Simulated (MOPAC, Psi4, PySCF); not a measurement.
Approach curve of the dimer C2H2 ··· H3B (SMILES C#C and B). Monomers: optimised at B3LYP-D3(BJ) (def2-TZVP), held rigid. Orientation: lowest of the rigid-body minima from ten starts at GFN2-xTB. Only R, the distance of the centres of mass, is varied, so the lowest point isn't the relaxed dimer.

Geometry at R = 3.70 Å (first 4 atoms: monomer A):
```
8

C     -0.5661    -0.1927     0.0211
C      0.5662     0.1926    -0.0211
H     -1.5716    -0.5347     0.0586
H      1.5715     0.5347    -0.0586
B      3.5086     1.1310    -0.2539
H      3.8471    -0.0013    -0.3870
H      3.2211     1.7817    -1.2070
H      3.4578     1.6127     0.8323
```

Levels: PBE-D3(BJ)/def2-TZVP, counterpoise-corrected (Psi4); RKS-B3LYP/3-21G = restricted B3LYP/3-21G, no counterpoise correction (PySCF 2.14.0); SCS-MP2/aug-cc-pVTZ = Psi4 1.11 with DF-SCS-MP2/aug-cc-pVTZ, frozen core, counterpoise-corrected; AM1, restricted, heats of formation (MOPAC); BLYP-D3(BJ)/def2-TZVP, counterpoise-corrected (Psi4).

Interaction energies in kJ/mol (negative: bound); R is the distance of the centres of mass, d the H4···B5 distance.

```json
[
 {"R / Å": "3.14", "d / Å": "1.48", "PBE-D3(BJ)/def2-TZVP": "45.57", "RKS-B3LYP/3-21G": "62.13", "SCS-MP2/aug-cc-pVTZ": "69.97", "AM1": "24.55", "BLYP-D3(BJ)/def2-TZVP": "55.83"},
 {"R / Å": "3.32", "d / Å": "1.66", "PBE-D3(BJ)/def2-TZVP": "25.24", "RKS-B3LYP/3-21G": "34.65", "SCS-MP2/aug-cc-pVTZ": "41.66", "AM1": "8.95", "BLYP-D3(BJ)/def2-TZVP": "32.08"},
 {"R / Å": "3.46", "d / Å": "1.80", "PBE-D3(BJ)/def2-TZVP": "16.44", "RKS-B3LYP/3-21G": "21.77", "SCS-MP2/aug-cc-pVTZ": "28.25", "AM1": "4.16", "BLYP-D3(BJ)/def2-TZVP": "21.28"},
 {"R / Å": "3.70", "d / Å": "2.04", "PBE-D3(BJ)/def2-TZVP": "8.30", "RKS-B3LYP/3-21G": "9.28", "SCS-MP2/aug-cc-pVTZ": "15.01", "AM1": "1.02", "BLYP-D3(BJ)/def2-TZVP": "10.98"},
 {"R / Å": "3.91", "d / Å": "2.25", "PBE-D3(BJ)/def2-TZVP": "4.77", "RKS-B3LYP/3-21G": "4.13", "SCS-MP2/aug-cc-pVTZ": "9.05", "AM1": "0.55", "BLYP-D3(BJ)/def2-TZVP": "6.47"},
 {"R / Å": "4.09", "d / Å": "2.43", "PBE-D3(BJ)/def2-TZVP": "3.05", "RKS-B3LYP/3-21G": "2.14", "SCS-MP2/aug-cc-pVTZ": "6.14", "AM1": "0.81", "BLYP-D3(BJ)/def2-TZVP": "4.33"},
 {"R / Å": "4.41", "d / Å": "2.75", "PBE-D3(BJ)/def2-TZVP": "1.48", "RKS-B3LYP/3-21G": "1.23", "SCS-MP2/aug-cc-pVTZ": "3.45", "AM1": "1.41", "BLYP-D3(BJ)/def2-TZVP": "2.43"},
 {"R / Å": "4.69", "d / Å": "3.03", "PBE-D3(BJ)/def2-TZVP": "0.90", "RKS-B3LYP/3-21G": "1.31", "SCS-MP2/aug-cc-pVTZ": "2.31", "AM1": "1.50", "BLYP-D3(BJ)/def2-TZVP": "1.68"},
 {"R / Å": "5.22", "d / Å": "3.56", "PBE-D3(BJ)/def2-TZVP": "0.55", "RKS-B3LYP/3-21G": "1.30", "SCS-MP2/aug-cc-pVTZ": "1.27", "AM1": "0.99", "BLYP-D3(BJ)/def2-TZVP": "1.04"},
 {"R / Å": "5.92", "d / Å": "4.26", "PBE-D3(BJ)/def2-TZVP": "0.42", "RKS-B3LYP/3-21G": "0.82", "SCS-MP2/aug-cc-pVTZ": "0.67", "AM1": "0.47", "BLYP-D3(BJ)/def2-TZVP": "0.59"},
 {"R / Å": "6.92", "d / Å": "5.26", "PBE-D3(BJ)/def2-TZVP": "0.24", "RKS-B3LYP/3-21G": "0.36", "SCS-MP2/aug-cc-pVTZ": "0.30", "AM1": "0.20", "BLYP-D3(BJ)/def2-TZVP": "0.26"},
 {"R / Å": "8.19", "d / Å": "6.53", "PBE-D3(BJ)/def2-TZVP": "0.12", "RKS-B3LYP/3-21G": "0.14", "SCS-MP2/aug-cc-pVTZ": "0.13", "AM1": "0.08", "BLYP-D3(BJ)/def2-TZVP": "0.11"}
]
```

Lowest grid point: PBE-D3(BJ)/def2-TZVP 0.12 kJ/mol at R = 8.19 Å; RKS-B3LYP/3-21G 0.14 kJ/mol at R = 8.19 Å; SCS-MP2/aug-cc-pVTZ 0.13 kJ/mol at R = 8.19 Å; AM1 0.08 kJ/mol at R = 8.19 Å; BLYP-D3(BJ)/def2-TZVP 0.11 kJ/mol at R = 8.19 Å.
